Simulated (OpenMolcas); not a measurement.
# O⁵⁺: CASPT2 settings compared

```
Program             : OpenMolcas
Basis               : ANO-RCC-VDZ [3s2p]
Scalar Hamiltonian  : X2C, point nucleus
Active space        : 1 electron in 4 orbitals (2s 2p)
State averaging     : 2S+1 = 2 even, 1 root; 2S+1 = 2 odd, 3 roots
Spin-orbit coupling : state interaction with AMFI integrals over the reference wave functions, term energies averaged over their components
```

Methods on the same reference wave functions:
A. CASSCF
B. SS-CASPT2, IPEA 0.6 Eh, no level shift (closed shells correlated: 1s)
C. SS-CASPT2, IPEA 0.2 Eh, no level shift (closed shells correlated: 1s)

Energies in cm⁻¹ above 2s ²S_1/2, the measured ground level; measured values from Moore, Selected Tables of Atomic Spectra, NSRDS-NBS 3, section 8.

```
     Level       A       B       C  Measured
 2s ²S_1/2     0.0     0.0     0.0       0.0
2p ²P°_1/2  120497  120477  120477     96375
2p ²P°_3/2  120844  120825  120825     96908
```

Deviations, from unrounded energies. A percentage is the sum of absolute deviations over the sum of measured energies, with the sign that they share, or ± where signs differ.

```tsv
Against measurement	Levels	A	B	C
mean absolute deviation (cm-1)	2	24000	24000	24000
other configurations (%)	2	+24.9	+24.8	+24.8
```

A, B, C lie about equally close to measurement. The largest miss of C in the table is 2p ²P°_1/2, by +24000 cm-1. The ranking rests on the paired levels alone, and a cruder setting can come out closer through cancelling errors.

Between B and C no level of the table moves by more than 5 cm-1.

The lowest spin-free term lies below A's lowest term by 0.001 hartree in B, 0.001 hartree in C.

The basis is small and was not contracted for so high a charge. With one active electron the reference holds no correlation, so core polarisation is missing (holds for A). With one active electron, CASPT2 adds the correlation within the correlated inactive shells and between them and that electron, and leaves the splitting within a term as the reference gives it (holds for B; C). Measured partners are found by configuration, term and J. A level has none where our copy of the source lacks it or the pairing is in doubt (some pairs that miss far off the trend of their configuration count as doubtful), and it then counts in no deviation. Only configurations of the active space appear.

° marks odd parity.
